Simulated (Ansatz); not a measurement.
Q: Predict a relaxed structure of GaH2I, charge 0, singlet, at PBE-D4/def2-TZVP (Ansatz).

A: 
```tsv
atom	x (Å)	y (Å)	z (Å)
Ga1	0.048	0.235	-0.159
H2	-1.162	0.730	-1.024
H3	1.486	0.850	-0.044
I4	-0.372	-1.815	1.227
```
Point group C2v (tolerance 0.1 Å). This is one stationary point.

In the def2 sets I takes a core potential; there is no spin–orbit coupling.
